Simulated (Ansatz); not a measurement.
Mulliken charges of `NC1[Se]C1=O` from PBE/def2-TZVPP in Ansatz (PBE0-D4/def2-TZVP geometry).

| atom | x (Å) | y (Å) | z (Å) | charge (e) |
| --- | --- | --- | --- | --- |
| N1 | -0.898 | 0.717 | 0.415 | -0.226 |
| C2 | 0.138 | -0.170 | 0.419 | 0.001 |
| Se3 | 0.249 | -1.902 | -0.892 | -0.120 |
| C4 | 1.093 | -0.229 | -0.682 | 0.041 |
| O5 | 1.896 | 0.467 | -1.217 | -0.200 |
| H6 | -1.689 | 0.490 | 0.996 | 0.178 |
| H7 | -1.160 | 1.094 | -0.483 | 0.175 |
| H8 | 0.463 | -0.525 | 1.389 | 0.151 |

Problem. By hand: the dipole of these point charges (1 e Å = 4.8032 D).

Solution. Σ q r = (-0.595, 0.163, 0.532) e Å, of length 0.815 e Å = 3.91 D.

Problem. How does the dipole of the full density compare? (Best estimate.)

Solution. Computed: (-0.690, 0.143, 0.486) e Å, 4.11 D; the point charges give 0.95 times that, at 7° from its direction.

Point charges leave out the atoms' own dipoles, such as those of lone pairs, and Mulliken's split depends on the basis, so the close match here is no proof of good charges.
